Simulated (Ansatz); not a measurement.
Relaxation of a periodic cell of 17 atoms, LiSi16 (host Si, host structure diamond, interstitial Li), to a largest force component of 0.03 eV/Å in at most 60 steps.

Method: Ansatz 0.2.0, DFT LDA, scalar-relativistic, plane waves, PAW. Settings: cutoff 420 eV, k mesh 2x2x2, gaussian smearing 0.05 eV, spin collinear.

```xyz
17
Lattice="0.0000 5.4300 5.4300 5.4300 0.0000 5.4300 5.4300 5.4300 0.0000" Properties=species:S:1:pos:R:3:forces:R:3
Si 0.000 0.000 0.000 -0.16 0.00 -0.15
Si 1.357 1.357 1.357 0.31 -1.24 0.26
Si 2.715 2.715 0.000 1.12 -0.25 -0.27
Si 4.072 4.072 1.357 0.00 0.15 0.15
Si 2.715 0.000 2.715 0.21 0.21 0.22
Si 4.072 1.357 4.072 0.02 0.02 0.02
Si 5.430 2.715 2.715 -0.15 -0.15 0.00
Si 6.787 4.072 4.072 0.25 0.23 -1.11
Si 0.000 2.715 2.715 -0.35 -0.38 1.41
Si 1.357 4.072 4.072 0.16 0.16 0.00
Si 2.715 5.430 2.715 -0.02 -0.02 -0.02
Si 4.072 6.787 4.072 -0.21 -0.21 -0.20
Si 2.715 2.715 5.430 0.00 -0.16 -0.16
Si 4.072 4.072 6.787 -1.39 0.35 0.32
Si 5.430 5.430 5.430 -0.29 1.26 -0.33
Si 6.787 6.787 6.787 0.15 0.00 0.16
Li 6.092 3.404 6.148 0.35 0.03 -0.30
```

Q: Where does it end, and by what steps?

A: The forces met the threshold. Limits of this set-up: coarse k mesh. After 8 steps the energy has fallen by 0.854 eV; Li17 moved furthest, 1.08 Å. Joined: Si4–Li17, Si10–Li17, Si11–Li17, Si16–Li17.

```csv
step,energy less start (eV),largest force component (eV/Å),accepted
0,0.0000,1.412,yes
1,-0.3203,0.491,yes
2,-0.3775,0.060,yes
3,-0.4063,0.254,yes
4,-0.5307,0.339,yes
5,-0.6527,0.328,yes
6,-0.7720,0.232,yes
7,-0.8467,0.070,yes
8,-0.8537,0.004,yes
```

```xyz
17
Lattice="0.0000 5.4300 5.4300 5.4300 0.0000 5.4300 5.4300 5.4300 0.0000" Properties=species:S:1:pos:R:3
Si -0.051 -0.028 -0.048
Si 1.318 1.301 1.321
Si 2.704 2.646 -0.067
Si 4.049 4.032 1.319
Si 2.687 -0.026 2.691
Si 4.033 1.320 4.037
Si 5.379 2.665 2.689
Si 6.747 4.034 4.018
Si -0.070 2.646 2.707
Si 1.316 4.032 4.053
Si 2.701 5.418 2.705
Si 4.030 6.747 4.033
Si 2.686 2.665 5.382
Si 4.014 4.034 6.751
Si 5.360 5.420 5.363
Si 6.746 6.766 6.749
Li 6.744 4.031 6.747
```

Time of the run: 47 s on 2 threads of Arm Neoverse V2, on a shared host, peak memory 0.67 GiB.
